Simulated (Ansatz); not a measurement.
`C[Se][Ga]([Cl])[Cl]` + CH₃NH₂ → `C[NH][Ga]([Cl])[Cl]` + `C[SeH]` at 400 K and 1 bar (ligand exchange at a Ga–Se bond).

Program: Ansatz. Geometries: PBE0-D4/def2-TZVP. ΔE: electronic, gas phase. CBS: MP2 limit from def2 TZ/QZ plus the TZ coupled-cluster correction, frozen cores. For Ga, Se outer-core shells are correlated without core-valence functions, which leaves a few kJ/mol of doubt a bond. Scalar relativity is left out up to krypton. One conformer a species, not always the lowest.

| species | CCSD(T)/CBS energy (Eh) | H − E (kJ/mol) | S (J/(mol·K)) |
| --- | --- | --- | --- |
| `C[Se][Ga]([Cl])[Cl]` | -5284.21390 | 143.9 | 442.4 |
| CH₃NH₂ | -95.75281 | 185.4 | 256.0 |
| `C[NH][Ga]([Cl])[Cl]` | -2938.78787 | 183.8 | 411.0 |
| `C[SeH]` | -2441.15625 | 135.4 | 284.5 |

H − E and S are ideal-gas, rigid-rotor, harmonic terms from PBE0-D4/def2-TZVP, for one conformer and one mirror image of each species. 1 Eh = 2625.50 kJ/mol, R = 8.31446 J/(mol·K).

**Question.** By hand: ΔE, ΔH, ΔS and ΔG.

**Answer.** ΔE = (-2938.78787) + (-2441.15625) − (-5284.21390) − (-95.75281) = 0.02259 Eh = 59.3 kJ/mol. Δ(H − E) = 183.8 + 135.4 − 143.9 − 185.4 = -10.1, so ΔH = 49.2 kJ/mol. ΔS = 411.0 + 284.5 − 442.4 − 256.0 = -2.9 J/(mol·K). ΔG = 49.2 − 400 × (-2.9)/1000 = 50.4 kJ/mol.

**Question.** By hand: the equilibrium constant, and the temperature at which ΔG would vanish if ΔH and ΔS stayed fixed.

**Answer.** log₁₀ K = −ΔG/(RT ln 10) = -6.6. ΔH and −TΔS have one sign here, so there is no such temperature. One of them is within its doubt of zero, so this could turn.

The number of gas molecules stays the same, so ΔS is small and ΔH decides. A doubt of 5 kJ/mol in ΔE shifts log₁₀ K by 0.7 here. Other conformers and mirror images would add mixing entropy, several J/(mol·K) or more a flexible species. Modes under 60 cm⁻¹, often nearly free rotors, make the harmonic entropy too high. These are equilibria of isolated gas molecules and say nothing of rates. Largest T1 diagnostic: 0.012 (customary marks: 0.02 for closed shells, 0.045 for open ones).
